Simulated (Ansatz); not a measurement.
`CCC(C)CO` + `COB(O)Cl` → `COB(Cl)OC` + `CC(C)CO`  (substitution at a C–C bond)

Gas-phase electronic energies from Ansatz, PBE0-D4/def2-TZVP geometries. CBS: MP2 limit from def2 TZ/QZ plus the TZ coupled-cluster correction, frozen cores. This one scheme is used for every species. One conformer a species, not always the lowest.

```csv
species,MP2/def2-TZVPP energy (Eh)
`CCC(C)CO`,-272.41879
`COB(O)Cl`,-675.29272
`COB(Cl)OC`,-714.49383
`CC(C)CO`,-233.19689
```

Question: Work out ΔE.

Answer: ΔE = (-714.49383) + (-233.19689) − (-272.41879) − (-675.29272) = 0.02079 Eh = +13.0 kcal/mol. CCSD(T)/CBS gives +12.2 kcal/mol.

Largest T1 diagnostic among the species: 0.012.

In def2-TZVPP, CCSD(T) changes the Hartree–Fock value by +2.6 kcal/mol (the triples alone add +0.1 kcal/mol) and MP2 by +3.8 kcal/mol.
